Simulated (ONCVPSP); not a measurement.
# Mn (Z = 25): variants of one ONCV potential

Base potential:

| Property | Result |
| --- | --- |
| Element | Mn (Z = 25) |
| Generator | ONCVPSP 4.0.1 |
| Type | optimised norm-conserving Vanderbilt (ONCV) |
| Functional | PBE |
| Relativity | fully relativistic |
| Frozen core | [Ar] |
| Valence charge | 7 |
| Reference configuration | 3d5 4s2 |
| Partial waves | 4s: rc 2.05 bohr, ncon 4, nbas 8, qcut 3.1 1/bohr, 2 projectors, debl 2.7 Ha; p scattering state at 0.06 Ha: rc 2.20 bohr, ncon 5, nbas 9, qcut 3.5 1/bohr, 2 projectors, debl 3.2 Ha; 3d: rc 1.10 bohr, ncon 4, nbas 8, qcut 14 1/bohr, 2 projectors, debl 2.7 Ha |
| Local potential | polynomial inside 1.00 bohr (lpopt 5, dvloc0 -1 Ha) |
| Core correction | polynomial model core, fcfact 0.55 |

Open shells are filled in proportion to 2j + 1.

All-electron outer shells of the reference configuration (PBE, scalar-relativistic, ld1.x):

```json
{"shell": "3p", "level (eV)": "-54.59", "outermost node (bohr)": "0.31", "outermost maximum (bohr)": "0.75"}
{"shell": "3d", "level (eV)": "-6.77", "outermost node (bohr)": "–", "outermost maximum (bohr)": "0.76"}
{"shell": "4s", "level (eV)": "-5.11", "outermost node (bohr)": "1.05", "outermost maximum (bohr)": "2.51"}
```

Cutoffs, loose and tight: the cutoffs (Ha) at which the residual kinetic energy of the hardest occupied pseudo-wave falls to 1 and 0.1 mHa per electron. They do not see the model core or the augmentation charge, which bear on the density cutoff. Test errors are all-electron minus pseudo excitation energies from the reference, over the configurations 3d5 4s1; 3d5 4s0; 3d4 4s0; 3d4 4s2. A dash means not determined; rows that change the core or the reference have their own tests.

A true bound ghost makes a file unfit for plane-wave use even where its test errors are small: the radial tests pick states by their node count and pass the ghost by.

```tsv
change	outcome	cutoff, loose	cutoff, tight	bound ghosts	GHOST(+) flags above zero	largest test error (meV)
base	generated	74 Ha	84 Ha	s	p3/2, p1/2	-234
core [Ne], valence charge 15; reference 3s2 3p6 3d5 4s1; waves now 3s+4s: rc 1.45 bohr, ncon 4, nbas 8, qcut 10.8 1/bohr, 3 projectors, debl 0.9 Ha; 3p: rc 1.20 bohr, ncon 4, nbas 9, qcut 9.2 1/bohr, 2 projectors, debl 3.6 Ha; 3d: rc 1.50 bohr, ncon 5, nbas 10, qcut 11.8 1/bohr, local; local potential the d channel	failed: test_data: rc < rc(lloc) for l = 0. Not allowed.	–	–	–	–	–
s: rc 1.58	failed: optimize: ERROR ps0norm > uunorm, code will stop	–	–	–	–	–
all radii but the core radius scaled by about 1.23 (s 2.52, p 2.70, d 1.34 bohr); local potential polynomial inside 1.22 bohr (lpopt 5, dvloc0 -1 Ha)	generated, projector energies reset by the program	63 Ha	73 Ha	s	p3/2, p1/2	-218
p: nproj 1	generated	74 Ha	84 Ha	s, p3/2, p1/2	none	-234
local potential polynomial inside 0.95 bohr (lpopt 5, dvloc0 0 Ha)	generated	74 Ha	84 Ha	s	p3/2, p1/2	-234
reference 3d5 4s1	generated, projector energies reset by the program	74 Ha	84 Ha	s	p3/2, p1/2	-216
d: qcut 20	failed: ERROR pspot: first pseudo wave function has node, program will stop	–	–	–	–	–
```
